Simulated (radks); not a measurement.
Neutral europium inside a hard spherical wall (all orbitals vanish at R), configuration held at [Xe] 4f7 6s2 and not refilled when levels cross. All-electron calculation, scalar-relativistic Kohn-Sham, PBEsol, spin-polarised, spherical densities, finite nucleus; open shells are filled with parallel spins first (spin-orbit coupling, left out, can overturn this in heavy ions); Fermi nuclear charge, rms radius 5.1115 fm. Program: a radial shooting solver on a logarithmic mesh with Libxc functionals. Eigenvalues in eV for spin up, with the zero of energy where the potential of the charges vanishes at infinity; a dash marks a level that is unbound or too diffuse for the functional's potential to be trusted. A positive occupied level is held by the wall or, in an anion where self-interaction has pushed it up, behind a barrier. The pressure on the wall is -dE/dV.

R (bohr),E (hartree),kinetic (hartree),e(5s),e(5p),e(4f),e(6s),"e(5d, empty)","e(6p, empty)",pressure (GPa)
free,-10839.8432,11610.545,-45.716,-24.574,-4.131,-3.739,-1.813,-1.217,0
15,-10839.8431,11610.545,-45.713,-24.570,-4.128,-3.737,-1.810,-1.202,0.000255
12,-10839.8427,11610.550,-45.674,-24.532,-4.089,-3.708,-1.775,-1.112,0.00743
10,-10839.8400,11610.572,-45.522,-24.381,-3.939,-3.588,-1.639,-0.845,0.0696
7,-10839.7934,11610.819,-44.341,-23.227,-2.772,-2.376,-0.534,1.289,2.16
6,-10839.7186,11611.134,-43.296,-22.222,-1.719,-0.889,0.554,3.669,7.54
4,-10838.8707,11614.351,-37.736,-16.944,4.365,11.966,7.594,21.816,171
3.5,-10838.0047,11617.630,-34.023,-13.238,8.771,22.972,12.880,35.914,476
3,-10836.0436,11624.853,-27.385,-6.151,16.816,44.794,22.905,62.259,1540
2.5,-10831.0709,11642.029,-13.993,9.132,32.279,91.625,43.938,115.78,5910
2,-10816.5547,11688.054,18.971,47.911,64.055,203.18,94.679,237.66,29000
